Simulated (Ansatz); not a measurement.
`NCB(N)O` and `NB(O)F` differ in one atom or group.

Ansatz, PBE0-D4/def2-TZVP geometries, multiplicity 1. Each molecule was computed in one conformer, which needn't be the lowest.

| property | `NCB(N)O` |
| --- | --- |
| HOMO energy (ωB97M-V/def2-TZVPP) / eV | -9.50 |
| size of the dipole moment (B3LYP/def2-TZVPP) / D | 2.42 |
| HOMO energy (PBE0/def2-TZVPP) / eV | -7.10 |
| HOMO energy (PBE/def2-TZVPP) / eV | -5.62 |
| HOMO energy (B3LYP/def2-TZVPP) / eV | -6.88 |
| HOMO–LUMO gap (PBE0/def2-TZVPP) / eV | 7.87 |

Question: Give the same properties after the change, and the shifts. (Best estimate.)

Answer: The calculation gave: 
| property | `NB(O)F` | shift |
| --- | --- | --- |
| HOMO energy (ωB97M-V/def2-TZVPP) / eV | -10.53 | -1.03 |
| size of the dipole moment (B3LYP/def2-TZVPP) / D | 3.60 | 1.18 |
| HOMO energy (PBE0/def2-TZVPP) / eV | -8.12 | -1.02 |
| HOMO energy (PBE/def2-TZVPP) / eV | -6.59 | -0.97 |
| HOMO energy (B3LYP/def2-TZVPP) / eV | -7.87 | -0.99 |
| HOMO–LUMO gap (PBE0/def2-TZVPP) / eV | 8.52 | 0.65 |

With PBE0 the HOMO falls by 1.02 eV and the LUMO falls by 0.37 eV, so the gap widens by about 0.65 eV. PBE moves the HOMO by -0.97 eV and ωB97M-V by -1.03 eV. Dipoles are sizes alone; their direction can turn.

B3LYP here is the variant with VWN-RPA as its local correlation; programs differ in this.
